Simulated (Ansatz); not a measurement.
Consider the silylene formation by 1,1-elimination: `F[SiH2][SiH](F)S` → `F[SiH](F)S` + `[SiH2]`.

Calculated with Ansatz (gas phase, PBE0-D4/def2-TZVP geometries, no zero-point term in ΔE). CCSD(T)/CBS adds triple-zeta CCSD(T) − MP2 to the extrapolated MP2 energy (def2 sets, frozen cores). This one scheme is used for every species. DFT in def2-TZVPP. B3LYP here is the variant with VWN-RPA as its local correlation; programs differ in this. One conformer a species, not always the lowest.

| level | ΔE (kcal/mol) |
| --- | --- |
| r2SCAN-D4 | 53.5 |
| B3LYP-D4 | 48.3 |

Task: What does CCSD(T)/CBS give? (Estimate.)

Result: Ansatz gave: +47.9 kcal/mol. The listed levels differ from it by 5.6, 0.4 kcal/mol.

Largest T1 diagnostic among the species: 0.014.

Leaving LDA and LC-ωPBE aside and taking each functional with its dispersion term where it has one, the values, not all of them listed here, spread over 7.4 kcal/mol, from ωB97M-V to r2SCAN-D4. LDA lies +6.5 kcal/mol from PBE without D4. The D4 term adds +3.2 kcal/mol with B3LYP and +1.8 kcal/mol with PBE0; it sums over pairs of atoms, weighted by their polarisabilities, and B3LYP, whose exchange is more repulsive, gets the larger term. From BLYP to BHLYP (50 % exact exchange), in def2-TZVPP and without D4, ΔE moves by +3.3 kcal/mol.
